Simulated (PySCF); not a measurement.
## Pd⁺: ionisation energy

Pd⁺ [Kr] 4d9 (2D) → Pd²⁺ [Kr] 4d8 (3F), as a difference of total energies. Computed with PySCF 2.14 in def2-TZVP with the def2 core potential (28 electrons) (6s4p3d1f, 40 functions), with a scalar-relativistic core potential. Correlated levels: valence: 4s2 4p6 frozen. The calculations carry no spin-orbit coupling.

Question: Order these methods by the ionisation energy they give, lowest first.
A. r2SCAN
B. MP2 (valence)
C. UHF
D. M06-L

Answer: C (17.435 eV), B (18.866 eV), D (19.146 eV), A (19.244 eV).

The reference lies between the lowest fine-structure levels, while these numbers refer to the centres of the terms.

Errors of the correlated levels include the incompleteness of this basis and the frozen core.

For comparison: 19.43 ± 0.12 eV (semi-empirical (NIST evaluation); NIST Atomic Spectra Database, ionization energies).
